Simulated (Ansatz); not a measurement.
Species: GaCl₃ (charge 0, singlet). SMILES: [Cl][Ga]([Cl])[Cl]
Geometry: optimised at B3LYP-D3(BJ)/def2-TZVP (Ansatz, a program for electronic structure).

Computed values are from Ansatz. Cores are frozen in the correlated levels unless marked. Open shells are spin-unrestricted. No spin-orbit coupling. The frozen core is the preceding noble-gas configuration, with the filled d and f shells of earlier blocks. No relativistic terms. Basis-set limits of correlation are two-point, X^-3; Hartree-Fock from the larger set.

atomisation energy De: 268.2 kcal/mol at CCSD(T)/CBS(def2-TZVPPD,def2-QZVPPD)
total energy: -3302.8646 Eh at CCSD(T)/CBS(def2-TZVPPD,def2-QZVPPD)
dipole moment: 0.00 D at CCSD(T)/def2-SVPD
T1 diagnostic: 0.008 at CCSD/def2-QZVPPD
